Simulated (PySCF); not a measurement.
## Spin states and ions at one geometry of Tl(OH)

PySCF 2.14.0, RKS PBE0, Tl def2-SVP with ECP60, O def2-SVP, H def2-SVP; non-relativistic Hamiltonian with scalar-relativistic core potentials where named; density fitting; no spin-orbit coupling; singlets restricted, open shells unrestricted. The geometry is relaxed for charge 0, singlet, vacuum:

```xyz
3

Tl    0.0976    0.0000    0.0191
O    -0.2393    0.0000    2.1269
H     0.4869    0.0000    2.7609
```

Energies count from the relaxed state; an electron taken off or put on is at rest in vacuum. Charges and spins are Mulliken's.

Q: Order these states by energy, lowest first.
A. charge -1, doublet, vacuum
B. charge 0, singlet, vacuum
C. charge 0, triplet, vacuum
D. charge +1, doublet, vacuum

A: B (0.00 eV), A (0.45 eV), C (3.53 eV), D (8.77 eV).

Q: How do charge and spin on the first atom follow?

A: 
| state | spin squared | charge on Tl1 (e) | spin on Tl1 (e) | dipole about the centre of mass (D) |
| --- | --- | --- | --- | --- |
| charge 0, singlet, vacuum | 0.00 | 0.40 | 0.00 | 2.36 |
| charge 0, triplet, vacuum | 2.01 | 0.07 | 1.34 | 1.22 |
| charge +1, doublet, vacuum | 0.76 | 0.95 | 0.22 | 1.64 |
| charge -1, doublet, vacuum | 0.75 | -0.53 | 1.00 | 1.62 |

With an electron taken off (doublet) the charges change, summed by element, by Tl +0.55 e, O +0.35 e, H +0.10 e. The vertical ionisation energy is 8.77 eV, against −ε(HOMO) = 6.53 eV of the relaxed state. The level lies 2.2 eV too high, as is usual for semilocal functionals and global hybrids, which keep a self-interaction error.

With an electron put on (doublet) the charges change, summed by element, by Tl -0.93 e, O -0.03 e, H -0.04 e. The vertical electron affinity is -0.45 eV, against −ε(LUMO) = 1.25 eV of the relaxed state. The basis has no diffuse functions, which an added electron needs. The added electron's level lies above zero.

Open shells may have lower solutions than those found.
